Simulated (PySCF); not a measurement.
## How methods differ on the excitation energy of As⁺

As⁺ [Ar] 3d10 4s2 4p2 (3P) → As⁺ [Ar] 3d10 4s2 4p1 5s1 (3P), as a difference of total energies. All numbers are calculated (PySCF 2.14, scalar relativity by spin-free X2C-1e, in aug-cc-pVQZ-DK). Correlated levels: valence: [Ar] 3d10 frozen. The calculations carry no spin-orbit coupling.

```json
{"method": "UHF", "excitation energy (cm⁻¹)": "77032"}
{"method": "LDA", "excitation energy (cm⁻¹)": "76934"}
{"method": "PBE", "excitation energy (cm⁻¹)": "76217"}
{"method": "PBE0", "excitation energy (cm⁻¹)": "77520"}
{"method": "r2SCAN", "excitation energy (cm⁻¹)": "79944"}
{"method": "BHandHLYP", "excitation energy (cm⁻¹)": "77897"}
{"method": "MN15", "excitation energy (cm⁻¹)": "79308"}
{"method": "HSE06", "excitation energy (cm⁻¹)": "77330"}
{"method": "B3LYP", "excitation energy (cm⁻¹)": "76893"}
{"method": "MP2 (valence)", "excitation energy (cm⁻¹)": "78046"}
{"method": "SCS-MP2 (valence)", "excitation energy (cm⁻¹)": "77969"}
```

A first-order spin-orbit estimate (lowest level to lowest level, LS coupling) adds -0.026 eV.

The promoted electron is Rydberg-like, and one or two diffuse shells describe it only roughly, which tends to raise the upper state.
